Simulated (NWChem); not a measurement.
## Atomisation of H$_{4}$Si$_{2}$

```
Si
H 1 1.5068
H 1 1.5096 2 108.58
H 1 1.5200 2 107.00 3 -115.31
Si 1 2.3949 2 115.73 4 -111.24
H 5 1.5489 1 87.63 2 -168.98
```
Charge 0, spin multiplicity 1.

The numbers come from NWChem runs, not from measurements. All single points use one geometry, from PBE/def2-SVP, a minimum by its harmonic frequencies.

Basis set: def2-TZVP. The atomisation energy is electronic alone: no zero-point, thermal, spin-orbit or counterpoise terms. No value is extrapolated to the basis-set limit. Free atoms are single determinants with multiplicities Si 3, H 2. Correlated methods freeze the same cores in atoms and molecule, 10 orbitals in all.

B3LYP has NWChem's definition, with VWN1-RPA local correlation. The structure started from a generated list of species. No SCF solution was tested for a lower state. Open-shell Hartree-Fock references start from PBE0 orbitals.

### Question
Order these methods by the atomisation energy they give, lowest first: HF, PBE0, MP2, PBE, B3LYP.

### Answer
HF (270.5 kcal/mol), MP2 (338.5 kcal/mol), PBE0 (356.1 kcal/mol), PBE (357.1 kcal/mol), B3LYP (361.8 kcal/mol)
